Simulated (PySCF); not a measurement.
# ¹⁵N chemical shifts

Rapidly exchanging positions averaged, a single conformation, isolated molecule, non-relativistic Hamiltonian. PBE0/pcSseg-1 with gauge-including orbitals; geometry from GFN2-xTB; PySCF 2.14.

Shieldings were converted by a linear fit to measured shifts: ¹⁵N: δ = -148.07 − 0.921σ (rms 6.3 ppm, 71 shifts vs CH3NO2, solution or neat liquid). A few per cent of atoms miss by over 2 rms, more outside the fitted compound classes.

Question: Give the ¹⁵N shifts of `CCC#CC(=S)C#N`, `C[C@H](C#N)[C@@H](C)C(F)=C(F)F`.

Answer: 
| compound | environment | δ (ppm) |
| --- | --- | --- |
| CCC#CC(=S)C#N | nitrile nitrogen | -110.0 |
| C[C@H](C#N)[C@@H](C)C(F)=C(F)F | nitrile nitrogen | -117.0 |

Question: Match the shifts 24.7, -110.0, -250.4, -326.6 ppm to `[H]/N=C\[Si@@H]1CCCO1`, `C#Cc1ccc(N)s1`, `CCC#CC(=S)C#N`, `NC(=S)CCC(F)(F)F`.

Answer: 24.7: [H]/N=C\[Si@@H]1CCCO1 (imine nitrogen); -110.0: CCC#CC(=S)C#N (nitrile nitrogen); -250.4: NC(=S)CCC(F)(F)F (thioamide-type nitrogen); -326.6: C#Cc1ccc(N)s1 (aniline-type nitrogen).
